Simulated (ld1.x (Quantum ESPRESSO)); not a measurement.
## nickel (Ni): variants of one RRKJ potential

Base potential:

```json
{
  "Element": "Ni",
  "Generator": "ld1.x (Quantum ESPRESSO) 7.5",
  "Type": "norm-conserving RRKJ (Kleinman–Bylander form)",
  "Functional": "LDA (PZ)",
  "Relativity": "scalar-relativistic",
  "Frozen core": "[Ne]",
  "Valence charge": "18",
  "Reference configuration": "3s2 3p6 3d8 4s2 4p0",
  "Partial waves": "3p (bound): rc 1.05 bohr; 3d (bound): rc 0.95 bohr; 3s (bound): rc 1.25 bohr",
  "Local potential": "the s channel",
  "Core correction": "Bessel-smoothed model core inside 0.80 bohr"
}
```

Occupied shells without a wave of their own: 4s. They enter only through the test configuration that unscreens the potential, and ld1.x also counts them in the model core charge.

Cutoffs, loose and tight: the cutoffs (Ry, on a coarse ladder) from which the occupation-weighted sum of valence levels, in a spherical-Bessel basis at the reference potential, stays within 10 and 1 mRy of its value at 400 Ry. They do not see the model core or the augmentation charge, which bear on the density cutoff. Test errors are all-electron minus pseudo excitation energies from the reference, over the configurations 3s2 3p6 3d8 4s1 4p0; 3s2 3p6 3d8 4s0 4p0; 3s2 3p6 3d7 4s0 4p0; 3s2 3p6 3d6 4s0 4p0; 3s2 3p6 3d7 4s2 4p0; 3s2 3p6 3d8 4s1.5 4p0; 3s2 3p6 3d9 4s0 4p0 (two spin-polarised tests are not counted in the largest error). A dash means not determined; rows that change the core or the reference have their own tests.

With those shells counted twice in exchange and correlation these files are broken, and their errors move erratically; no question is asked of them.

Cutoffs are not given where the Bessel-basis levels miss the radial ones by over 6 mRy, ghosts where they miss by over 20 mRy; a channel whose overlap is not positive is not tested.

| change | outcome | cutoff, loose | cutoff, tight | bound ghosts | largest test error (meV) |
| --- | --- | --- | --- | --- | --- |
| base | generated, misses its reference levels by 1.12 eV | 200 Ry | 260 Ry | none | -8717 |
| all radii but the core radius scaled by about 0.78 (s 0.98, p 0.82, d 0.74 bohr) | generated, misses its reference levels by 0.28 eV | 300 Ry | over 300 Ry | none | -3361 |
| all radii but the core radius scaled by about 0.89 (s 1.12, p 0.94, d 0.84 bohr) | generated, misses its reference levels by 0.69 eV | 230 Ry | 300 Ry | none | -5995 |
| all radii but the core radius scaled by about 0.95 (s 1.20, p 1.00, d 0.90 bohr) | generated, misses its reference levels by 1.00 eV | 200 Ry | 300 Ry | none | -7973 |
| all radii but the core radius scaled by about 1.05 (s 1.32, p 1.10, d 1.00 bohr) | generated, misses its reference levels by 1.38 eV | 180 Ry | 260 Ry | none | -10285 |
| all radii but the core radius scaled by about 1.16 (s 1.44, p 1.22, d 1.10 bohr) | generated, misses its reference levels by 1.96 eV | 140 Ry | 200 Ry | none | -13703 |
| all radii but the core radius scaled by about 1.29 (s 1.60, p 1.36, d 1.22 bohr) | generated, misses its reference levels by 2.51 eV | – | – | none | -16952 |
| all radii but the core radius scaled by about 1.37 (s 1.72, p 1.44, d 1.30 bohr) | failed: run_pseudo: Errors in PS-KS equation | – | – | – | – |

Reading the sweep of the scale of all radii but the core radius (base = 1) (base included, trends over the rows without a ghost): The loose cutoff falls from 300 Ry at 0.78 to 140 Ry at 1.16. A larger radius leaves more room for a smooth pseudo-wave, so fewer plane waves are needed; a smaller one forces it to follow the all-electron wave where it bends sharply. The median size of the test errors (rows with all tests solved) rises from 895.5 meV at 0.78 to 5290.3 meV at 1.29. More of the atom is replaced by a form fitted at one configuration, so other configurations suffer as the radius grows. The generation fails at 1.37.
